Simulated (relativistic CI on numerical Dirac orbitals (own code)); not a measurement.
# What each ingredient does to the levels of Lu XVII

Base calculation: Dirac-Coulomb-Breit CI, separate exchange-only KLI orbitals for each configuration, model QED (radiative potential, 1s self-energy scaled to tabulated hydrogen-like ionisation energies), unscaled Slater integrals.

CI space (outside the closed core [Ar] 3d10 4d10): 4s2 4p6 4f9, 4s2 4p6 4f8 5s, 4s2 4p6 4f7 5s2, 4s2 4p6 4f8 6s, 4s2 4p5 4f10, 4s 4p6 4f10, 4p6 4f11. Levels of other configurations are missing.

Variants: (1) P86 correlation estimate; (2) configuration mixing switched off. Shifts of the energy above 4s2 4p6 4f8 5s 8F_13/2, in cm⁻¹, for the lowest level and the first level of each name with at least 55 % of one term (blank where a level changes its place among those of its configuration and J or its character, or is not in the variant):

```
                 Level     Base     Δ(1)    Δ(2)
4s2 4p6 4f8 5s 8F_13/2      0.0      0.0     0.0
4s2 4p6 4f8 5s 8F_11/2   5191.5      0.0    -1.0
 4s2 4p6 4f8 5s 8F_9/2   8266.0      0.0    -0.8
  4s2 4p6 4f9 6H°_15/2  10002.6  -7817.9  +398.7
 4s2 4p6 4f8 5s 8F_7/2  10793.0      0.0    -1.1
 4s2 4p6 4f8 5s 8F_5/2  12658.3      0.0    -1.6
 4s2 4p6 4f8 5s 8F_3/2  13983.8      0.0    -2.0
 4s2 4p6 4f8 5s 8F_1/2  14777.7      0.0    -2.3
  4s2 4p6 4f9 6H°_13/2  18257.7  -7815.3  +384.0
  4s2 4p6 4f9 6H°_11/2  23066.8  -7812.3  +521.3
  4s2 4p6 4f9 6F°_11/2  26431.2  -7809.1  +777.9
   4s2 4p6 4f9 6H°_9/2  26918.5  -7812.0  +677.7
   4s2 4p6 4f9 6F°_9/2  28252.5  -7807.6  +960.2
   4s2 4p6 4f9 6H°_7/2  30392.1  -7809.2  +559.5
4s2 4p6 4f8 5s 6F_11/2  32493.0     +0.5  +413.8
   4s2 4p6 4f9 6H°_5/2  32761.9  -7807.9  +571.6
   4s2 4p6 4f9 6F°_7/2  33061.1  -7803.2  +967.5
 4s2 4p6 4f8 5s 6F_9/2  36386.5     +0.3  +268.5
   4s2 4p6 4f9 6F°_5/2  36413.4  -7801.6  +898.4
   4s2 4p6 4f9 6F°_3/2  37700.1  -7802.9  +898.5
   4s2 4p6 4f9 6F°_1/2  39167.7  -7802.3  +843.6
 4s2 4p6 4f8 5s 6F_7/2  40838.5     +0.5  +400.6
```

At this charge transitions that keep the count of f electrons are usually good to a few per cent. Terms inside the open d or f shell come out 10 to 20 % too wide with unscaled integrals. Levels that differ in their count of f electrons can be misplaced by several ten thousand cm⁻¹, since the correlation energy of f electrons is missing or only estimated; rates across such gaps can be off by orders of magnitude. The computed lowest level isn't the tabulated ground level, which NIST ASD gives as 4f9 6H°15/2; for such ions that label comes from theory and may be the wrong one.

Ionisation energy from one configuration of each of the two ions, the ground ones as tabulated or assumed: base 368.861 eV; P86 correlation estimate 370.681 eV. The NIST ASD value (theoretical) is 399 ± 20 eV. The gap of more than 2 % comes from missing correlation, or from a tabulated value that is itself an estimate.

LS names give the leading component of a level, which can be under half, so a name can repeat, a term be missing and a line seem to break the LS rules.
